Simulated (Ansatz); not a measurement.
Computed with Ansatz on PBE0-D4/def2-TZVP structures; ΔE is electronic, products minus reactants. CCSD(T)/CBS adds triple-zeta CCSD(T) − MP2 to the extrapolated MP2 energy (def2 sets, frozen cores). This one scheme is used for every species. Functionals use def2-TZVPP. B3LYP here is the variant with VWN-RPA as its local correlation; programs differ in this. HSE06 is defined as in plane-wave codes.

Reaction (adduct formation): `CC#N` + `[Cl][Al]([Cl])[Cl]` → `CC#[N+][Al-]([Cl])([Cl])[Cl]`

`CC#N`:

Cartesian coordinates in Å:
```
C -0.463 -0.044 -0.146
C 0.914 0.086 0.288
N 2.005 0.189 0.632
H -0.565 0.301 -1.176
H -0.776 -1.087 -0.091
H -1.115 0.554 0.492
```

`[Cl][Al]([Cl])[Cl]`:

```xyz
4

Cl   -0.577    0.865   -1.788
Al    0.000    0.000    0.000
Cl   -1.134   -1.519    0.828
Cl    1.712    0.654    0.960
```

`CC#[N+][Al-]([Cl])([Cl])[Cl]`:

Cartesian coordinates in Å:
```
C 1.647 1.511 -0.120
C 0.588 0.540 -0.043
N -0.253 -0.231 0.017
Al -1.703 -1.562 0.124
Cl -0.960 -2.864 1.605
Cl -1.725 -2.309 -1.847
Cl -3.336 -0.352 0.680
H 1.355 2.409 0.427
H 2.554 1.095 0.321
H 1.833 1.764 -1.165
```

```csv
level,ΔE (kJ/mol)
LDA (SPW92),-142.5
HSE06-D4,-126.2
BHLYP-D4,-131.3
PBE0,-117.0
B3LYP,-105.8
r2SCANh,-125.7
CCSD/def2-SVP,-117.6
MP2/def2-TZVPP,-124.5
```

Problem. What does CCSD(T)/CBS give? (Estimate.)

Solution. Computed: -124.3 kJ/mol. The listed levels differ from it by -18.2, -1.9, -7.0, 7.3, 18.5, -1.4, 6.7, -0.2 kJ/mol.

Largest T1 diagnostic among the species: 0.012.

From BLYP to BHLYP (50 % exact exchange), in def2-TZVPP and without D4, ΔE moves by −23.1 kJ/mol. Leaving LDA and LC-ωPBE aside and taking each functional with its dispersion term where it has one, the values, not all of them listed here, spread over 17.9 kJ/mol, from r2SCAN0-D4 to B2PLYP. LDA lies −33.3 kJ/mol from PBE without D4. At CCSD(T), def2-SVP lies +6.9 kJ/mol from the extrapolated value and def2-TZVPP +5.1 kJ/mol.

CCSD(T)/CBS has its own doubt, a few kJ/mol and more with outer-core shells, so smaller differences from it don't rank the levels.
